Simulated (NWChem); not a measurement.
All runs are NWChem calculations. System: H$_{2}$INSi, charge 0, spin multiplicity 1, at a geometry optimised with PBE/def2-SVP with def2 effective core potentials on I. The structure started from a generated list of species. Level: CR-CCSD(T)/def2-SVP with def2 effective core potentials on I, 10 core orbitals frozen.

Input file:

```
start mol
memory heap 100 mb stack 700 mb global 1900 mb
geometry units angstroms nocenter noautoz
  Si     1.163458     1.310555     0.000000
  I     -0.746737    -0.365913     0.000000
  N      2.485585     0.191904     0.000000
  H      2.436917    -0.833029     0.000000
  H      3.452642     0.535337     0.000000
  symmetry group Cs
end
basis spherical
  * library def2-svp
end
ecp
  I library def2-ecp
end
scf
  rhf
  nopen 0
  maxiter 100
  thresh 1e-7
  semidirect memsize 60000000 filesize 0
end
tce
  freeze core 10
  cr-ccsd(t)
  2eorb
  2emet 13
  thresh 1e-6
  maxiter 100
  tilesize 24
end
task tce energy
```

NWChem printed:

```
             Northwest Computational Chemistry Package (NWChem) 7.3.0
             --------------------------------------------------------

                                NWChem Input Module
                                -------------------

 Scaling coordinates for geometry "geometry" by  1.889725989
 (inverse scale =  0.529177249)

 Turning off AUTOSYM since
 SYMMETRY directive was detected!

                             Geometry "geometry" -> ""
                             -------------------------

 Output coordinates in angstroms (scale by  1.889725989 to convert to a.u.)

  No.       Tag          Charge          X              Y              Z
 ---- ---------------- ---------- -------------- -------------- --------------
    1 Si                  14.0000     1.16345800     1.31055500     0.00000000
    2 I                   53.0000    -0.74673700    -0.36591300     0.00000000
    3 N                    7.0000     2.48558500     0.19190400     0.00000000
    4 H                    1.0000     2.43691700    -0.83302900     0.00000000
    5 H                    1.0000     3.45264200     0.53533700     0.00000000

 Effective nuclear repulsion energy (a.u.)     273.1034299994

            Nuclear Dipole moment (a.u.)
            ----------------------------
        X                 Y               Z
 ---------------- ---------------- ----------------
     0.0000094486     0.0000321253     0.0000000000

      Symmetry information
      --------------------

 Group name             Cs
 Group number              2
 Group order               2
 No. of unique centers     5

      Symmetry unique atoms

     1    2    3    4    5


 Summary of "ao basis" -> "" (spherical)
 ------------------------------------------------------------------------------
       Tag                 Description            Shells   Functions and Types
 ---------------- ------------------------------  ------  ---------------------
 *                          def2-svp                  on all atoms

 Summary of "ao basis" -> "ao basis" (spherical)
 ------------------------------------------------------------------------------
       Tag                 Description            Shells   Functions and Types
 ---------------- ------------------------------  ------  ---------------------
 Si                         def2-svp                 8       18   4s3p1d
 I                          def2-svp                10       26   4s4p2d
 N                          def2-svp                 6       14   3s2p1d
 H                          def2-svp                 3        5   2s1p

                                 NWChem SCF Module
                                 -----------------

  ao basis        = "ao basis"
  functions       =    68
  atoms           =     5
  closed shells   =    24
  open shells     =     0
  charge          =   0.00
  wavefunction    = RHF
  use symmetry    = T
  symmetry adapt  = T

 Summary of "ao basis" -> "ao basis" (spherical)
 ------------------------------------------------------------------------------
       Tag                 Description            Shells   Functions and Types
 ---------------- ------------------------------  ------  ---------------------
 Si                         def2-svp                 8       18   4s3p1d
 I                          def2-svp                10       26   4s4p2d
 N                          def2-svp                 6       14   3s2p1d
 H                          def2-svp                 3        5   2s1p

      Symmetry analysis of basis
      --------------------------

        a'         49
        a"         19

 Forming initial guess at       0.1s

      Superposition of Atomic Density Guess
      -------------------------------------

 Sum of atomic energies:        -691.10840382

      Non-variational initial energy
      ------------------------------

 Total energy =    -641.302630
 1-e energy   =   -1295.163545
 2-e energy   =     502.051703
 HOMO         =      -0.256235
 LUMO         =      -0.024794

      Symmetry analysis of molecular orbitals - initial
      -------------------------------------------------

  Numbering of irreducible representations:

     1 a'          2 a"

  Orbital symmetries:

     1 a'          2 a'          3 a'          4 a'          5 a'
     6 a'          7 a"          8 a'          9 a'         10 a"
    11 a'         12 a'         13 a"         14 a'         15 a"
    16 a'         17 a'         18 a'         19 a'         20 a'
    21 a"         22 a'         23 a"         24 a'         25 a"
    26 a'         27 a'         28 a'         29 a'         30 a'
    31 a'         32 a'         33 a'         34 a"

 Starting SCF solution at       1.2s

 ----------------------------------------------
         Quadratically convergent ROHF

 Convergence threshold     :          1.000E-07
 Maximum no. of iterations :          100
 Final Fock-matrix accuracy:          1.000E-09
 ----------------------------------------------

              iter       energy          gnorm     gmax       time
             ----- ------------------- --------- --------- --------
                 1     -641.0657578449  7.09D-01  1.62D-01      1.2
                 2     -641.1027649529  2.07D-01  5.49D-02      1.3
                 3     -641.1081483950  1.93D-02  5.62D-03      1.4
                 4     -641.1082268131  2.43D-04  7.58D-05      1.5
                 5     -641.1082268234  4.46D-08  1.11D-08      1.7

       Final RHF  results
       ------------------

         Total SCF energy =   -641.108226823385
      One-electron energy =  -1296.851994979380
[...]
    4   -6.1791
    5   -5.5648
    6   -5.5582
    7   -5.5572
    8   -4.2846
    9   -4.2845
   10   -4.2830
   11   -2.2597
   12   -2.2571
   13   -2.2560
   14   -2.2494
   15   -2.2493
   16   -1.1451
   17   -0.8786
   18   -0.6933
   19   -0.6795
   20   -0.4829
   21   -0.4554
   22   -0.3693
   23   -0.3623
   24   -0.3351
   25    0.0475
   26    0.1032
   27    0.1571
   28    0.2283
   29    0.2400
   30    0.2965
   31    0.4664
   32    0.4871
   33    0.4956
   34    0.5217

                       ROHF Final Molecular Orbital Analysis
                       -------------------------------------

 Vector   22  Occ=2.000000D+00  E=-3.692582D-01  Symmetry=a'
              MO Center= -4.4D-01, -1.3D-02, -6.2D-15, r^2= 3.1D+00
   Bfn.  Coefficient  Atom+Function         Bfn.  Coefficient  Atom+Function
  ----- ------------  ---------------      ----- ------------  ---------------
    29      0.506269  2 I  px                32      0.468320  2 I  px
    30     -0.209205  2 I  py                33     -0.208666  2 I  py
    26     -0.207223  2 I  px                23     -0.169681  2 I  px
     3     -0.156588  1 Si s                 12     -0.155274  1 Si py

 Vector   23  Occ=2.000000D+00  E=-3.622534D-01  Symmetry=a"
              MO Center= -5.4D-01, -2.9D-01, -5.1D-16, r^2= 2.5D+00
   Bfn.  Coefficient  Atom+Function         Bfn.  Coefficient  Atom+Function
  ----- ------------  ---------------      ----- ------------  ---------------
    31      0.565065  2 I  pz                34      0.553496  2 I  pz
    28     -0.233223  2 I  pz                25     -0.190478  2 I  pz

 Vector   24  Occ=2.000000D+00  E=-3.350628D-01  Symmetry=a'
              MO Center=  3.2D-01,  7.2D-01,  9.9D-15, r^2= 4.4D+00
   Bfn.  Coefficient  Atom+Function         Bfn.  Coefficient  Atom+Function
  ----- ------------  ---------------      ----- ------------  ---------------
    30      0.433230  2 I  py                33      0.429893  2 I  py
     3     -0.350439  1 Si s                  4     -0.348086  1 Si s
    12     -0.258170  1 Si py                 9     -0.236738  1 Si py
     2     -0.204418  1 Si s                 27     -0.177611  2 I  py

 Vector   25  Occ=0.000000D+00  E= 4.748821D-02  Symmetry=a"
              MO Center=  1.1D+00,  1.2D+00,  2.0D-15, r^2= 3.4D+00
   Bfn.  Coefficient  Atom+Function         Bfn.  Coefficient  Atom+Function
  ----- ------------  ---------------      ----- ------------  ---------------
    13      0.843212  1 Si pz                53     -0.324152  3 N  pz
    10      0.296369  1 Si pz                34     -0.229258  2 I  pz
    50      0.207209  3 N  pz                 7     -0.178734  1 Si pz

 Vector   26  Occ=0.000000D+00  E= 1.032183D-01  Symmetry=a'
              MO Center=  8.6D-01,  9.1D-01, -6.5D-15, r^2= 5.2D+00
   Bfn.  Coefficient  Atom+Function         Bfn.  Coefficient  Atom+Function
  ----- ------------  ---------------      ----- ------------  ---------------
    11      0.984065  1 Si px                33      0.558997  2 I  py
    22      0.508097  2 I  s                 32      0.508974  2 I  px
    12      0.490908  1 Si py                47     -0.471236  3 N  s
    60      0.330661  4 H  s                  3     -0.273798  1 Si s
     8      0.241343  1 Si px                 4     -0.192671  1 Si s

 Vector   27  Occ=0.000000D+00  E= 1.570756D-01  Symmetry=a'
              MO Center=  2.2D+00,  4.2D-01,  9.9D-16, r^2= 5.9D+00
   Bfn.  Coefficient  Atom+Function         Bfn.  Coefficient  Atom+Function
  ----- ------------  ---------------      ----- ------------  ---------------
    47      1.556638  3 N  s                 65     -0.973226  5 H  s
    12      0.782860  1 Si py                 4     -0.664784  1 Si s
    60     -0.486074  4 H  s                 32      0.453971  2 I  px
    22      0.279057  2 I  s                 11     -0.216373  1 Si px
    33      0.172011  2 I  py                 9      0.156776  1 Si py

 center of mass
 --------------
 x =  -0.23740743 y =  -0.08162806 z =   0.00000000

 moments of inertia (a.u.)
 ------------------
         236.504118018504        -296.047528739876           0.000000000000
        -296.047528739876         751.519290840018           0.000000000000
           0.000000000000           0.000000000000         988.023408858523

  Mulliken analysis of the total density
  --------------------------------------

    Atom       Charge   Shell Charges
 -----------   ------   -------------------------------------------------------
    1 Si  14    13.45   2.00  1.99  1.23  0.52  5.94  0.84  0.74  0.18
    2 I   25    25.38   1.83  0.22  1.19  0.73  2.93  3.13  2.58  2.75  9.82  0.21
    3 N    7     7.54   1.99  0.95  0.51  2.38  1.70  0.01
    4 H    1     0.82   0.68  0.09  0.05
    5 H    1     0.83   0.69  0.09  0.05

       Multipole analysis of the density wrt the origin
       ------------------------------------------------

     L   x y z        total         open         nuclear
     -   - - -        -----         ----         -------
     0   0 0 0     -0.000000      0.000000     48.000000

     1   1 0 0      1.355483      0.000000     39.511602
     1   0 1 0      0.074008      0.000000     19.361341
     1   0 0 1     -0.000000      0.000000      0.000000

     2   2 0 0    -28.734268      0.000000    335.671181
     2   1 1 0      0.276947      0.000000    111.899799
     2   1 0 1     -0.000000      0.000000      0.000000
     2   0 2 0    -35.740584      0.000000    102.244509
     2   0 1 1     -0.000000      0.000000      0.000000
     2   0 0 2    -35.009021      0.000000      0.000000

                   NWChem Extensible Many-Electron Theory Module
                   ---------------------------------------------


            General Information
            -------------------
      Number of processors :     1
         Wavefunction type : Restricted Hartree-Fock
          No. of electrons :    48
           Alpha electrons :    24
            Beta electrons :    24
           No. of orbitals :   136
            Alpha orbitals :    68
             Beta orbitals :    68
        Alpha frozen cores :    10
         Beta frozen cores :    10
     Alpha frozen virtuals :     0
      Beta frozen virtuals :     0
         Spin multiplicity : singlet
    Number of AO functions :    68
       Number of AO shells :    30
        Use of symmetry is : on
      Symmetry adaption is : on
         Schwarz screening : 0.10D-09

          Correlation Information
          -----------------------
          Calculation type : Coupled-cluster singles & doubles w/ perturbation
   Perturbative correction : Completely renormalized (T)
            Max iterations :      100
        Residual threshold : 0.10D-05
     T(0) DIIS level shift : 0.00D+00
     L(0) DIIS level shift : 0.00D+00
     T(1) DIIS level shift : 0.00D+00
     L(1) DIIS level shift : 0.00D+00
     T(R) DIIS level shift : 0.00D+00
     T(I) DIIS level shift : 0.00D+00
   CC-T/L Amplitude update :  5-th order DIIS
                I/O scheme : Global Array Library
        L-threshold :  0.10D-05
        EOM-threshold :  0.10D-05
 no EOMCCSD initial starts read in
 TCE RESTART OPTIONS
 SLICE:      F
 D4D5:       F
 quantumc:   F
 qrotation:  F
 pwtce:      F
 qducc:      F
 nacto:                         0
 nrotv:                         0
 nrot:                          0

            Memory Information
            ------------------
          Available GA space size is     249032176 doubles
          Available MA space size is     104846316 doubles

 Maximum block size supplied by input
 Maximum block size        24 doubles

 tile_dim =     16

 -------------------------------------------------
   1    alpha     a'    10 doubles       0       1
   2    alpha     a"     4 doubles      10       2
   3    beta      a'    10 doubles      14       1
   4    beta      a"     4 doubles      24       2
   5    alpha     a'    15 doubles      28       5
   6    alpha     a'    16 doubles      43       6
   7    alpha     a"    13 doubles      59       7
   8    beta      a'    15 doubles      72       5
   9    beta      a'    16 doubles      87       6
  10    beta      a"    13 doubles     103       7

 Global array virtual files algorithm will be used

 Parallel file system coherency ......... OK

 4-electron integrals stored in orbital form

 v2    file size   =          1364050
 4-index algorithm nr.  13 is used
 imaxsize =       30
 imaxsize ichop =        0


CCSD iterations
 ---------------------------------------------------------
 Iter          Residuum       Correlation     Cpu    Wall
 ---------------------------------------------------------
    1   0.1344031773038  -0.3698805903075     0.5     0.5
    2   0.0399822481280  -0.3878709485828     0.6     0.6
    3   0.0154016885820  -0.3949601272828     0.5     0.5
    4   0.0069793990544  -0.3968257936579     0.6     0.6
    5   0.0032884948418  -0.3976633872300     0.6     0.6
    6   0.0008557599164  -0.3981895949480     0.6     0.6
    7   0.0005673393110  -0.3982404755331     0.5     0.5
    8   0.0002766838388  -0.3982551161891     0.6     0.6
    9   0.0002047152504  -0.3982557161094     0.5     0.5
   10   0.0001196281060  -0.3982616904942     0.5     0.5
   11   0.0000180377524  -0.3982682386460     0.6     0.6
   12   0.0000098758286  -0.3982688600488     0.5     0.5
   13   0.0000052855868  -0.3982691164804     0.5     0.5
   14   0.0000036247833  -0.3982690751186     0.5     0.5
   15   0.0000021850375  -0.3982690738427     0.5     0.5
   16   0.0000004881132  -0.3982690009972     0.5     0.5
 -----------------------------------------------------------------
 Iterations converged
 CCSD correlation energy / hartree =        -0.398269000997203
 CCSD total energy / hartree       =      -641.506495824382228

 Singles contributions

 Doubles contributions
 CR-CCSD(T)

 CR-CCSD[T]  correction energy / hartree =        -0.009750099377031
 CR-CCSD[T] correlation energy / hartree =        -0.408019100374234
 CR-CCSD[T] total energy / hartree       =      -641.516245923759243
 CR-CCSD(T)  correction energy / hartree =        -0.009198561059436
 CR-CCSD(T) correlation energy / hartree =        -0.407467562056639
 CR-CCSD(T) total energy / hartree       =      -641.515694385441634

 Task  times  cpu:       74.3s     wall:       74.3s

 Total times  cpu:       74.3s     wall:       74.3s
```
